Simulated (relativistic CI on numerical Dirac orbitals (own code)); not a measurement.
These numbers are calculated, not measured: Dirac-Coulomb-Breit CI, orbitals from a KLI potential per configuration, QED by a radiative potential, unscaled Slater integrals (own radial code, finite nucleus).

The strongest absorption lines from the ground level of an ion, among the configurations computed and to levels below about 3210 eV (vacuum wavelength in Å, gf): 3.8858 (0.05), 3.9044 (0.03), 4.4785 (0.11), 4.5219 (0.067), 6.2579 (0.35), 6.4294 (0.24), 50.937 (0.45), 109.00 (0.1).

(1) Which ion is it?
A. Pr XLVII
B. Pr LI
C. Pr XLIX
D. Eu LIII

Answers

(1) C. Pr XLIX has 11 electrons and the ground level 3s ²S1/2; the strongest line goes to 3p ²P°3/2. The pattern of lines fixes the number of electrons, and along that sequence the line energies rise steadily with the charge (about as its square where n changes within one kind of shell, about linearly where n is kept but much faster in heavy ions where fine structure, which grows about as Z⁴, sets the gap, and irregularly where shells cross), which fixes Z. Configurations outside the model, such as inner-shell arrays, can give stronger lines. At this charge energies of transitions that change n are usually good to better than 1 %, and those within a shell (Δn = 0) to a few per cent.
